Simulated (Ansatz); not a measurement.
Ansatz (an electronic-structure program) input (B3LYP/6-31G*):

Ansatz 0.2 input:
```yaml
crystal:
  periodic: [false, false, false]
  atoms:
    - {symbol: N, position_ang: [0.55463400, 1.03358500, -1.03868000]}
    - {symbol: Si, position_ang: [-0.14513700, 0.30436600, 0.51605500]}
    - {symbol: N, position_ang: [1.07334100, -1.04284700, 0.68717700]}
    - {symbol: N, position_ang: [-1.51799400, -0.46332200, -0.39315100]}
    - {symbol: H, position_ang: [1.35441300, 1.62535000, -0.83406500]}
    - {symbol: H, position_ang: [-0.13514800, 1.63440900, -1.48242900]}
    - {symbol: H, position_ang: [1.74548300, -0.88502100, 1.42827600]}
    - {symbol: H, position_ang: [1.58396200, -1.23497900, -0.17549800]}
    - {symbol: H, position_ang: [-2.09578100, -1.03821100, 0.21022500]}
    - {symbol: H, position_ang: [-1.19088100, -1.05458100, -1.15870200]}
basis:
  gaussian:
    orbitals: 6-31G*
hamiltonian:
  xc: {name: B3LYP}
total_charge: -1
relax: {f_tol: 0.003, max_steps: 120}
```

Output:

```
Functional definition: B3LYP
integrals: 0.03 GiB planned
861 factors; integrals over basis functions are off by at most 3.6e-4 eV
mean field: 0.26 GiB planned
mean field evaluation 1: about -12438.8761 eV, gradient 6.1e1 eV
mean field evaluation 2: about -12429.5530 eV, gradient 8.8e1 eV
mean field evaluation 4: about -12446.1295 eV, gradient 1.3e0 eV
mean field evaluation 8: about -12446.1464 eV, gradient 2.5e-2 eV
mean field -12446.14640769 eV, -457.3874441814 hartree, gradient 2.1e-5 eV, S^2 0.000000; 0 other end points of the search recorded, 0 dependent functions left out
the calculation of the forces begins
reference -12446.14660511 eV, -457.3874514366 hartree; 21, 21 occupied and 55, 55 virtual orbitals, 861 factors
relax step   1: F+E_penalty+E_count = -12446.14640769 eV  Δ(F+E_penalty+E_count) = +0.000e0 eV  max|allowed force component| = 4.900e-1 eV/Å  Δτ_max = 0.0000 Å  (25 SCF iters, accepted)
these checks for a lower state are left out or cut short: starts, cluster_reference, orbital_swaps, neighbouring_geometries, increment
integrals: 0.03 GiB planned
861 factors; integrals over basis functions are off by at most 3.6e-4 eV
mean field: 0.26 GiB planned
mean field evaluation 16: about -12446.1396 eV, gradient 1.3e0 eV
mean field -12446.15942140 eV, -457.3879224265 hartree, gradient 8.3e-6 eV, S^2 0.000000; 0 other end points of the search recorded, 0 dependent functions left out
the calculation of the forces begins
reference -12446.15961947 eV, -457.3879297055 hartree; 21, 21 occupied and 55, 55 virtual orbitals, 861 factors
relax step   2: F+E_penalty+E_count = -12446.15942140 eV  Δ(F+E_penalty+E_count) = -1.301e-2 eV  max|allowed force component| = 2.299e-1 eV/Å  Δτ_max = 0.0187 Å  (29 SCF iters, accepted)
these checks for a lower state are left out or cut short: starts, cluster_reference, orbital_swaps, neighbouring_geometries, increment
integrals: 0.03 GiB planned
861 factors; integrals over basis functions are off by at most 3.7e-4 eV
mean field: 0.26 GiB planned
mean field -12446.16841059 eV, -457.3882527733 hartree, gradient 8.8e-6 eV, S^2 0.000000; 0 other end points of the search recorded, 0 dependent functions left out
the calculation of the forces begins
reference -12446.16860956 eV, -457.3882600853 hartree; 21, 21 occupied and 55, 55 virtual orbitals, 861 factors
relax step   3: F+E_penalty+E_count = -12446.16841059 eV  Δ(F+E_penalty+E_count) = -8.989e-3 eV  max|allowed force component| = 1.255e-1 eV/Å  Δτ_max = 0.0447 Å  (28 SCF iters, accepted)
these checks for a lower state are left out or cut short: starts, cluster_reference, orbital_swaps, neighbouring_geometries, increment
integrals: 0.03 GiB planned
861 factors; integrals over basis functions are off by at most 3.6e-4 eV
mean field: 0.26 GiB planned
mean field evaluation 32: about -12446.1705 eV, gradient 9.9e-2 eV
mean field -12446.17056038 eV, -457.3883317765 hartree, gradient 9.0e-6 eV, S^2 0.000000; 0 other end points of the search recorded, 0 dependent functions left out
the calculation of the forces begins
reference -12446.17075934 eV, -457.3883390884 hartree; 21, 21 occupied and 55, 55 virtual orbitals, 861 factors
relax step   4: F+E_penalty+E_count = -12446.17056038 eV  Δ(F+E_penalty+E_count) = -2.150e-3 eV  max|allowed force component| = 9.106e-2 eV/Å  Δτ_max = 0.0168 Å  (29 SCF iters, accepted)
these checks for a lower state are left out or cut short: starts, cluster_reference, orbital_swaps, neighbouring_geometries, increment
integrals: 0.03 GiB planned
861 factors; integrals over basis functions are off by at most 3.6e-4 eV
mean field: 0.26 GiB planned
mean field -12446.17178228 eV, -457.3883766806 hartree, gradient 9.1e-6 eV, S^2 0.000000; 0 other end points of the search recorded, 0 dependent functions left out
the calculation of the forces begins
reference -12446.17198111 eV, -457.3883839876 hartree; 21, 21 occupied and 55, 55 virtual orbitals, 861 factors
relax step   5: F+E_penalty+E_count = -12446.17178228 eV  Δ(F+E_penalty+E_count) = -1.222e-3 eV  max|allowed force component| = 4.213e-2 eV/Å  Δτ_max = 0.0268 Å  (29 SCF iters, accepted)
these checks for a lower state are left out or cut short: starts, cluster_reference, orbital_swaps, neighbouring_geometries, increment
integrals: 0.03 GiB planned
861 factors; integrals over basis functions are off by at most 3.6e-4 eV
mean field: 0.26 GiB planned
mean field -12446.17126220 eV, -457.3883575679 hartree, gradient 9.2e-6 eV, S^2 0.000000; 0 other end points of the search recorded, 0 dependent functions left out
the calculation of the forces begins
reference -12446.17146092 eV, -457.3883648708 hartree; 21, 21 occupied and 55, 55 virtual orbitals, 861 factors
relax step   6: F+E_penalty+E_count = -12446.17126220 eV  Δ(F+E_penalty+E_count) = +5.201e-4 eV  max|allowed force component| = 1.120e-1 eV/Å  Δτ_max = 0.0186 Å  (29 SCF iters, rejected (line search))
these checks for a lower state are left out or cut short: starts, cluster_reference, orbital_swaps, neighbouring_geometries, increment
integrals: 0.03 GiB planned
861 factors; integrals over basis functions are off by at most 3.6e-4 eV
mean field: 0.26 GiB planned
mean field -12446.17202726 eV, -457.3883856833 hartree, gradient 2.1e-5 eV, S^2 0.000000; 0 other end points of the search recorded, 0 dependent functions left out
the calculation of the forces begins
reference -12446.17222606 eV, -457.3883929892 hartree; 21, 21 occupied and 55, 55 virtual orbitals, 861 factors
relax step   7: F+E_penalty+E_count = -12446.17202726 eV  Δ(F+E_penalty+E_count) = -2.450e-4 eV  max|allowed force component| = 1.076e-2 eV/Å  Δτ_max = 0.0090 Å  (22 SCF iters, accepted)
these checks for a lower state are left out or cut short: starts, cluster_reference, orbital_swaps, neighbouring_geometries, increment
integrals: 0.03 GiB planned
861 factors; integrals over basis functions are off by at most 3.6e-4 eV
mean field: 0.26 GiB planned
mean field -12446.17214677 eV, -457.3883900754 hartree, gradient 9.2e-6 eV, S^2 0.000000; 0 other end points of the search recorded, 0 dependent functions left out
the calculation of the forces begins
reference -12446.17234553 eV, -457.3883973796 hartree; 21, 21 occupied and 55, 55 virtual orbitals, 861 factors
relax step   8: F+E_penalty+E_count = -12446.17214677 eV  Δ(F+E_penalty+E_count) = -1.195e-4 eV  max|allowed force component| = 2.166e-2 eV/Å  Δτ_max = 0.0176 Å  (29 SCF iters, accepted)
these checks for a lower state are left out or cut short: starts, cluster_reference, orbital_swaps, neighbouring_geometries, increment
integrals: 0.03 GiB planned
861 factors; integrals over basis functions are off by at most 3.6e-4 eV
mean field: 0.26 GiB planned
mean field evaluation 64: about -12446.1524 eV, gradient 1.2e0 eV
mean field -12446.17241541 eV, -457.3883999475 hartree, gradient 9.2e-6 eV, S^2 0.000000; 0 other end points of the search recorded, 0 dependent functions left out
the calculation of the forces begins
reference -12446.17261422 eV, -457.3884072539 hartree; 21, 21 occupied and 55, 55 virtual orbitals, 861 factors
relax step   9: F+E_penalty+E_count = -12446.17241541 eV  Δ(F+E_penalty+E_count) = -2.686e-4 eV  max|allowed force component| = 1.898e-2 eV/Å  Δτ_max = 0.0283 Å  (28 SCF iters, accepted)
these checks for a lower state are left out or cut short: starts, cluster_reference, orbital_swaps, neighbouring_geometries, increment
integrals: 0.03 GiB planned
861 factors; integrals over basis functions are off by at most 3.6e-4 eV
mean field: 0.26 GiB planned
mean field -12446.17249750 eV, -457.3884029644 hartree, gradient 1.1e-5 eV, S^2 0.000000; 0 other end points of the search recorded, 0 dependent functions left out
the calculation of the forces begins
reference -12446.17269636 eV, -457.3884102723 hartree; 21, 21 occupied and 55, 55 virtual orbitals, 861 factors
relax step  10: F+E_penalty+E_count = -12446.17249750 eV  Δ(F+E_penalty+E_count) = -8.209e-5 eV  max|allowed force component| = 9.995e-3 eV/Å  Δτ_max = 0.0153 Å  (23 SCF iters, accepted)
these checks for a lower state are left out or cut short: starts, cluster_reference, orbital_swaps, neighbouring_geometries, increment
integrals: 0.03 GiB planned
861 factors; integrals over basis functions are off by at most 3.6e-4 eV
mean field: 0.26 GiB planned
mean field -12446.17251501 eV, -457.3884036080 hartree, gradient 1.7e-5 eV, S^2 0.000000; 0 other end points of the search recorded, 0 dependent functions left out
the calculation of the forces begins
reference -12446.17271389 eV, -457.3884109167 hartree; 21, 21 occupied and 55, 55 virtual orbitals, 861 factors
relax step  11: F+E_penalty+E_count = -12446.17251501 eV  Δ(F+E_penalty+E_count) = -1.751e-5 eV  max|allowed force component| = 4.392e-3 eV/Å  Δτ_max = 0.0049 Å  (22 SCF iters, accepted)
these checks for a lower state are left out or cut short: starts, cluster_reference, orbital_swaps, neighbouring_geometries, increment
integrals: 0.03 GiB planned
861 factors; integrals over basis functions are off by at most 3.6e-4 eV
mean field: 0.26 GiB planned
mean field -12446.17251682 eV, -457.3884036744 hartree, gradient 5.4e-5 eV, S^2 0.000000; 0 other end points of the search recorded, 0 dependent functions left out
the calculation of the forces begins
reference -12446.17271570 eV, -457.3884109831 hartree; 21, 21 occupied and 55, 55 virtual orbitals, 861 factors
relax step  12: F+E_penalty+E_count = -12446.17251682 eV  Δ(F+E_penalty+E_count) = -1.807e-6 eV  max|allowed force component| = 2.855e-3 eV/Å  Δτ_max = 0.0024 Å  (19 SCF iters, accepted)
integrals: 0.03 GiB planned
861 factors; integrals over basis functions are off by at most 3.6e-4 eV
mean field: 0.26 GiB planned
mean field evaluation 96: about -12446.1725 eV, gradient 2.6e-2 eV
mean field -12446.17251682 eV, -457.3884036744 hartree, gradient 5.4e-5 eV, S^2 0.000000; 1 other end points of the search recorded, 0 dependent functions left out
the calculation of the forces begins
reference -12446.17271570 eV, -457.3884109831 hartree; 21, 21 occupied and 55, 55 virtual orbitals, 861 factors
Total energy: -12446.17271570 eV, -457.3884109831 hartree
Atom 0 at     0.615266     1.035672    -1.040574 Å, force     0.001157    -0.000676     0.001399 eV/Å
Atom 1 at    -0.118833     0.316794     0.532117 Å, force    -0.002154     0.002855    -0.000046 eV/Å
Atom 2 at     1.044987    -1.110642     0.690387 Å, force     0.001498     0.000768    -0.002189 eV/Å
Atom 3 at    -1.518699    -0.423743    -0.409058 Å, force    -0.000704    -0.000880     0.000387 eV/Å
Atom 4 at     1.276847     1.777084    -0.798840 Å, force     0.001777     0.000780    -0.000032 eV/Å
Atom 5 at    -0.139421     1.516669    -1.536417 Å, force    -0.000359    -0.001318     0.000586 eV/Å
Atom 6 at     1.742649    -0.925570     1.412226 Å, force    -0.001142     0.000293     0.000142 eV/Å
Atom 7 at     1.562597    -1.239648    -0.186025 Å, force     0.000031    -0.001124    -0.000704 eV/Å
Atom 8 at    -2.075761    -1.001896     0.221578 Å, force    -0.000884    -0.000782     0.001181 eV/Å
Atom 9 at    -1.162741    -1.065972    -1.126185 Å, force     0.000781     0.000086    -0.000725 eV/Å
Dipole moment:     0.299833    -0.129413    -0.377047 e Å
```

The dipole moment of an ion depends on the origin.

The geometry given is a B3LYP-D3(BJ)/def2-TZVP minimum.
